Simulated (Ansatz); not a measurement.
`C[Se][SiH3]` + `CC(=N)Cl` → `C[Se][SiH2]Cl` + `CC=N` at 500 K and 1 bar (formal exchange of groups at the Si–H bond).

Program: Ansatz. Geometries: PBE0-D4/def2-TZVP. ΔE: electronic, gas phase. CCSD(T)/CBS adds triple-zeta CCSD(T) − MP2 to the extrapolated MP2 energy (def2 sets, frozen cores). For Se outer-core shells are correlated without core-valence functions, which leaves a few kJ/mol of doubt a bond. Scalar relativity is left out up to krypton. Each species was taken in one conformer, which may not be the lowest.

| species | CCSD(T)/CBS energy (Eh) | H − E (kJ/mol) | S (J/(mol·K)) |
| --- | --- | --- | --- |
| `C[Se][SiH3]` | -2731.45956 | 203.8 | 380.5 |
| `CC(=N)Cl` | -592.98219 | 189.5 | 336.5 |
| `C[Se][SiH2]Cl` | -3190.69652 | 193.5 | 417.5 |
| `CC=N` | -133.79309 | 207.6 | 299.1 |

H − E and S are ideal-gas, rigid-rotor, harmonic terms from PBE0-D4/def2-TZVP, for one conformer and one mirror image of each species. 1 Eh = 2625.50 kJ/mol, R = 8.31446 J/(mol·K).

Problem. By hand: ΔE, ΔH, ΔS and ΔG.

Solution. ΔE = (-3190.69652) + (-133.79309) − (-2731.45956) − (-592.98219) = -0.04786 Eh = -125.7 kJ/mol. Δ(H − E) = 193.5 + 207.6 − 203.8 − 189.5 = 7.8, so ΔH = -117.9 kJ/mol. ΔS = 417.5 + 299.1 − 380.5 − 336.5 = -0.4 J/(mol·K). ΔG = -117.9 − 500 × (-0.4)/1000 = -117.7 kJ/mol.

Problem. By hand: the equilibrium constant, and the temperature at which ΔG would vanish if ΔH and ΔS stayed fixed.

Solution. log₁₀ K = −ΔG/(RT ln 10) = 12.3. ΔG = 0 at ΔH/ΔS = 294750 K, far beyond where these terms or the molecules hold.

The number of gas molecules stays the same, so ΔS is small and ΔH decides. A doubt of 5 kJ/mol in ΔE shifts log₁₀ K by 0.5 here. Other conformers and mirror images would add mixing entropy, several J/(mol·K) or more a flexible species. Modes under 60 cm⁻¹, often nearly free rotors, make the harmonic entropy too high. These are equilibria of isolated gas molecules and say nothing of rates. Largest T1 diagnostic: 0.012 (customary marks: 0.02 for closed shells, 0.045 for open ones).
